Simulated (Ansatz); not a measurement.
Isolated molecules relaxed with PBE0-D4/def2-TZVP in Ansatz; ΔE leaves out vibrations. CCSD(T)/CBS is the MP2 limit (def2-TZVPP, def2-QZVPP) plus CCSD(T) − MP2 in def2-TZVPP, frozen cores. Double bonds are as drawn, so ΔE can hold a change between cis and trans. DFT in def2-TZVPP. B3LYP here is the variant with VWN-RPA as its local correlation; programs differ in this. Each species was taken in one conformer, which may not be the lowest.

`O[Si](O)(F)[SiH3]` + `B/C=C(\C)S` → `O[Si](F)([SiH3])S` + `B/C=C(\C)O`  (redistribution)

```
             level  ΔE (kJ/mol)  difference from CCSD(T)/CBS
            PBE-D4         40.7                        -18.1
         r2SCAN-D4         48.3                        -10.5
           PBE0-D4         43.4                        -15.4
          B3LYP-D4         52.4                         -6.4
           ωB97X-V         46.7                        -12.1
           ωB97M-V         48.7                        -10.1
            B2PLYP         56.3                         -2.5
               PBE         40.1                        -18.7
            r2SCAN         48.1                        -10.7
              PBE0         42.9                        -15.9
             B3LYP         51.4                         -7.4
     HF/def2-TZVPP         55.7                         -3.1
    MP2/def2-TZVPP         63.3                          4.5
SCS-MP2/def2-TZVPP         63.1                          4.3
   CCSD/def2-TZVPP         58.0                         -0.8
CCSD(T)/def2-TZVPP         57.7                         -1.1
     HF/def2-QZVPP         57.0                         -1.8
    MP2/def2-QZVPP         64.4                          5.6
SCS-MP2/def2-QZVPP         64.1                          5.3
      HF/CBS(def2)         57.2                         -1.6
     MP2/CBS(def2)         64.4                          5.6
    CCSD/CBS(def2)         59.1                          0.3
       CCSD(T)/CBS         58.8                            0
```

Largest T1 diagnostic among the species: 0.013.
